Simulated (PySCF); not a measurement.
Successive ionisation energies of barium

Calculated with PySCF 2.14, two-component X2C-1e (Gaussian nucleus, no Breit or QED terms), each ion in its own even-tempered basis; GMP2 freezes the deep shells of the larger ions and drops the highest virtual spinors; eV.

```json
{"ion": "Ba(30+)", "configuration": "[Ar] 3d8", "GHF (spin-free)": "1869.7", "GHF (screened spin-orbit)": "1864.8", "GMP2 (screened spin-orbit)": "1866.0", "NIST": "1864 ± 4", "kind": "theoretical"}
{"ion": "Ba(31+)", "configuration": "[Ar] 3d7", "GHF (spin-free)": "1958.4", "GHF (screened spin-orbit)": "1958.1", "GMP2 (screened spin-orbit)": "1958.8", "NIST": "1958 ± 4", "kind": "theoretical"}
{"ion": "Ba(32+)", "configuration": "[Ar] 3d6", "GHF (spin-free)": "2042.8", "GHF (screened spin-orbit)": "2047.6", "GMP2 (screened spin-orbit)": "2048.3", "NIST": "2047 ± 4", "kind": "theoretical"}
{"ion": "Ba(33+)", "configuration": "[Ar] 3d5", "GHF (spin-free)": "2162.3", "GHF (screened spin-orbit)": "2145.2", "GMP2 (screened spin-orbit)": "2144.2", "NIST": "2142 ± 5", "kind": "theoretical"}
{"ion": "Ba(34+)", "configuration": "[Ar] 3d4", "GHF (spin-free)": "2250.4", "GHF (screened spin-orbit)": "2254.8", "GMP2 (screened spin-orbit)": "2255.9", "NIST": "2256 ± 5", "kind": "theoretical"}
{"ion": "Ba(35+)", "configuration": "[Ar] 3d3", "GHF (spin-free)": "2345.9", "GHF (screened spin-orbit)": "2349.2", "GMP2 (screened spin-orbit)": "2349.8", "NIST": "2349 ± 5", "kind": "theoretical"}
{"ion": "Ba(36+)", "configuration": "[Ar] 3d2", "GHF (spin-free)": "2443.0", "GHF (screened spin-orbit)": "2451.9", "GMP2 (screened spin-orbit)": "2451.7", "NIST": "2452 ± 5", "kind": "theoretical"}
{"ion": "Ba(37+)", "configuration": "[Ar] 3d1", "GHF (spin-free)": "2535.5", "GHF (screened spin-orbit)": "2547.6", "GMP2 (screened spin-orbit)": "2547.2", "NIST": "2547 ± 4", "kind": "theoretical"}
{"ion": "Ba(38+)", "configuration": "[Ar]", "GHF (spin-free)": "2845.4", "GHF (screened spin-orbit)": "2816.2", "GMP2 (screened spin-orbit)": "2817.1", "NIST": "2814 ± 4", "kind": "theoretical"}
{"ion": "Ba(39+)", "configuration": "[Ne] 3s2 3p5", "GHF (spin-free)": "2928.1", "GHF (screened spin-orbit)": "2901.5", "GMP2 (screened spin-orbit)": "2902.5", "NIST": "2901 ± 4", "kind": "theoretical"}
{"ion": "Ba(40+)", "configuration": "[Ne] 3s2 3p4", "GHF (spin-free)": "3011.5", "GHF (screened spin-orbit)": "2995.7", "GMP2 (screened spin-orbit)": "2996.0", "NIST": "2994 ± 4", "kind": "theoretical"}
{"ion": "Ba(41+)", "configuration": "[Ne] 3s2 3p3", "GHF (spin-free)": "3124.6", "GHF (screened spin-orbit)": "3083.7", "GMP2 (screened spin-orbit)": "3084.0", "NIST": "3081 ± 4", "kind": "theoretical"}
```
